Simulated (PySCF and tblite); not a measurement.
The numbers below are computed, except where a source is named.
Stationary points of C$_{3}$H$_{2}$F$_{2}$N$_{2}$ at PBE0-D3(BJ)/def2-SVP, in Å:

Structure A

```
 1 F    -1.027   -1.883   -1.047
 2 C    -0.537   -0.785   -0.529
 3 C     0.795   -0.522   -0.230
 4 C     0.718    0.733    0.364
 5 F     1.699    1.417    0.896
 6 N    -0.509    1.250    0.332
 7 N    -1.344    0.239   -0.263
 8 H     1.670   -1.140   -0.407
 9 H    -1.465    0.691    0.883
```

Structure B

```
 1 F    -2.246   -2.762   -1.346
 2 C    -1.872   -1.682   -0.699
 3 C    -0.536   -1.317   -0.415
 4 C    -0.715   -0.130    0.259
 5 F     0.152    0.701    0.783
 6 N    -2.034    0.123    0.335
 7 N    -2.767   -0.834   -0.258
 8 H     0.388   -1.829   -0.660
 9 H    -2.483    0.919    0.770
```

Level: PBE0/pcSseg-1 + D3(BJ), IEF-PCM benzene on PBE0-D3(BJ)/def2-SVP stationary points, with GFN2-xTB thermal terms.

Q: Which structure is a saddle point, and along which motion?

A: A: one imaginary mode (1642i cm⁻¹ at GFN2-xTB, mostly on H9), along the shift of hydrogen on N6 from N6 to N7.

Q: Give their symmetry and energies above the lowest.

A: A Cs, 49.7 kcal/mol; B Cs, 0.0 kcal/mol.

Tunnelling of the moving H, left out here, will speed the real process. In real samples such hydrogens mostly exchange between molecules or through solvent, far faster than by this path.
